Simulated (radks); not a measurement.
Excited configurations of Er II: one electron is placed in a higher orbital outside [Xe] 4f12. The ground configuration is [Xe] 4f12 6s1. Method: Dirac Kohn-Sham, PBE, spin-unpolarised, spherical densities, point nucleus; open shells are shared between the two j in proportion to 2j + 1; computed with a radial shooting solver on a logarithmic mesh with Libxc functionals. Excitation = E - E(ground); binding = E(ion) - E, where the ion is the core of charge +2; n* = 2/sqrt(2 binding) in atomic units, and the quantum defect is n - n*. Eigenvalue and <r> are those of j = l + 1/2.

outer orbital  excitation (eV)  binding (eV)     n*  quantum defect  eigenvalue (eV)  <r> (bohr)
5d                       2.535         9.421  2.404           2.596           -5.628       3.035
6p                       3.594         8.361  2.551           3.449           -6.099       4.755
6d                       7.250         4.706  3.401           2.599           -3.504       7.550
6f                       9.603         2.352  4.810           1.190           -1.788       14.91
7p                       7.501         4.455  3.495           3.505           -3.431       9.180
7d                       9.056         2.900  4.332           2.668           -2.255       13.21
7f                      10.277         1.679  5.693           1.307           -1.318       22.41

Estimate the row for 5f.

Answer. excitation (eV) 8.463; binding (eV) 3.493; n* 3.947; quantum defect 1.053; eigenvalue (eV) -2.485; <r> (bohr) 8.739. The Delta-SCF ionisation energy is 11.956 eV (NIST Atomic Spectra Database: 11.92 eV, semi-empirical). Self-interaction in the functional shifts the binding energies and quantum defects, so they are the method's values and not measured ones. Spin polarisation and multiplet splitting are left out, so open shells lie too high by an amount that depends on their filling. Sharing an open shell by 2j + 1 raises it above the true ground level by a part of the spin-orbit splitting, which enters the differences from NIST.

Beside tabulated values, note that spin-unpolarised runs miss the spin-polarisation part of the exchange energy of open shells.
